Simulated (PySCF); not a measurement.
Compound: C6H12N2Si2.
InChI=1S/C6H12N2Si2/c1-2-4-8(3-1)6-5-9-7-10-6/h1-4,6-7H,5,9-10H2/t6-/m0/s1

The closed-shell ground state was solved at several levels (PySCF, density fitting, gas phase, non-relativistic). One conformer (not necessarily the lowest) at the PBE0-D3(BJ)/def2-SVP geometry, without solvent, vibrations or thermal averaging.

```
             level  basis functions  HOMO (eV)  LUMO (eV)  gap (eV)  dipole (D)
CAM-B3LYP/pcSseg-1              244      -7.26       1.20      8.46        2.54
     PBE0/pcSseg-1              244      -6.03       0.14      6.17        2.48
```

Task: Estimate the row for PBE0/def2-SVPD, a basis of 304 functions; the other rows only guide the guess.

Result: HOMO -6.07 eV, LUMO -0.08 eV, gap 5.99 eV, dipole 2.38 D.

Task: Over all these levels, which gives the widest orbital gap and which the narrowest?

Result: CAM-B3LYP/pcSseg-1 (range-separated hybrid) has the widest, 8.46 eV, and PBE0/def2-SVPD (global hybrid, 25 % exact exchange) the narrowest, 5.99 eV. Functional and basis both differ between the two, so the spread mixes both effects.

Task: How far do the dipole and the HOMO energy spread over the levels?

Result: The dipole runs from 2.38 to 2.54 D (mean 2.47 D) and the HOMO from -7.26 to -6.03 eV.
